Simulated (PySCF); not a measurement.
Radial density of F³⁺ (fluorine, charge +3)

UHF, [He] 2s2 2p2, high-spin 3P determinant. Computed with PySCF 2.14 in dyall-av2z, with the non-relativistic Hamiltonian (point nucleus).

```json
{"r (bohr)": "0.00314", "4πr²ρ (e/bohr)": "0.05326", "4πr²(ρα − ρβ)": "0.0000"}
{"r (bohr)": "0.00528", "4πr²ρ (e/bohr)": "0.1455", "4πr²(ρα − ρβ)": "0.0001"}
{"r (bohr)": "0.00888", "4πr²ρ (e/bohr)": "0.3847", "4πr²(ρα − ρβ)": "0.0002"}
{"r (bohr)": "0.0149", "4πr²ρ (e/bohr)": "0.9779", "4πr²(ρα − ρβ)": "0.0004"}
{"r (bohr)": "0.0251", "4πr²ρ (e/bohr)": "2.302", "4πr²(ρα − ρβ)": "0.0013"}
{"r (bohr)": "0.0423", "4πr²ρ (e/bohr)": "4.800", "4πr²(ρα − ρβ)": "0.0047"}
{"r (bohr)": "0.0711", "4πr²ρ (e/bohr)": "8.123", "4πr²(ρα − ρβ)": "0.0223"}
{"r (bohr)": "0.120", "4πr²ρ (e/bohr)": "9.775", "4πr²(ρα − ρβ)": "0.1096"}
{"r (bohr)": "0.201", "4πr²ρ (e/bohr)": "6.895", "4πr²(ρα − ρβ)": "0.4512"}
{"r (bohr)": "0.338", "4πr²ρ (e/bohr)": "3.462", "4πr²(ρα − ρβ)": "1.3617"}
{"r (bohr)": "0.569", "4πr²ρ (e/bohr)": "4.506", "4πr²(ρα − ρβ)": "2.3446"}
{"r (bohr)": "0.957", "4πr²ρ (e/bohr)": "3.547", "4πr²(ρα − ρβ)": "1.5943"}
{"r (bohr)": "1.61", "4πr²ρ (e/bohr)": "0.6021", "4πr²(ρα − ρβ)": "0.2581"}
{"r (bohr)": "2.71", "4πr²ρ (e/bohr)": "0.008965", "4πr²(ρα − ρβ)": "0.0028"}
{"r (bohr)": "4.56", "4πr²ρ (e/bohr)": "1.683e-05", "4πr²(ρα − ρβ)": "0.0000"}
```
